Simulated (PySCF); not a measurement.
## Stretching MgBi

Set-up: PySCF, scalar-relativistic core potentials, basis sets Mg cc-pVDZ, Bi cc-pVDZ-PP with ECP60. Energies in eV from Mg + Bi in their ground configurations at the same level. State: ⁴Σ⁻ (quartet), unpaired electrons σ ↑, π ↑↑.

All columns are PBE. A positive dipole means Mg(−)Bi(+).

| R (Å) | E (eV) | μ (D) | Mulliken charge on Mg (basis-dependent) | HOMO (eV) | LUMO (eV) | Mayer bond order | ⟨S²⟩ |
| --- | --- | --- | --- | --- | --- | --- | --- |
| 2.556 | -0.208 | -0.05 | 0.03 | -3.73 | -3.88 | 1.16 | 3.75 |
| 2.675 | -0.430 | -0.23 | 0.05 | -3.81 | -3.76 | 1.10 | 3.75 |
| 2.794 | -0.550 | -0.40 | 0.07 | -3.88 | -3.65 | 1.04 | 3.76 |
| 2.883 | -0.593 | -0.52 | 0.08 | -3.93 | -3.57 | 0.99 | 3.76 |
| 2.972 | -0.607 | -0.62 | 0.09 | -3.98 | -3.51 | 0.93 | 3.76 |
| 3.061 | -0.600 | -0.72 | 0.09 | -4.03 | -3.45 | 0.88 | 3.76 |
| 3.180 | -0.568 | -0.82 | 0.10 | -4.09 | -3.38 | 0.81 | 3.76 |
| 3.329 | -0.507 | -0.92 | 0.09 | -4.16 | -3.32 | 0.72 | 3.76 |
| 3.507 | -0.423 | -0.97 | 0.09 | -4.25 | -3.26 | 0.61 | 3.76 |
| 3.745 | -0.315 | -0.95 | 0.07 | -4.35 | -3.22 | 0.47 | 3.76 |

A fit through these points gives, at Re = 2.981 Å, μ = -0.63 D and dμ/dR = -1.13 D/Å; the reduced mass is 21.52 u.

How strong is the fundamental in the double-harmonic approximation, I = 42.26·(dμ/dR)²/μred km/mol?

I = 42.26·(-1.13)²/21.52 = 2.51 km/mol at PBE.

These are scalar-relativistic numbers at best; spin–orbit coupling would shift them, the dissociation energy most. The state is the lowest determinant that a PBE0 search found; another state may lie lower at other levels.

At some distances an empty level lies below a filled one, because the occupation is held.
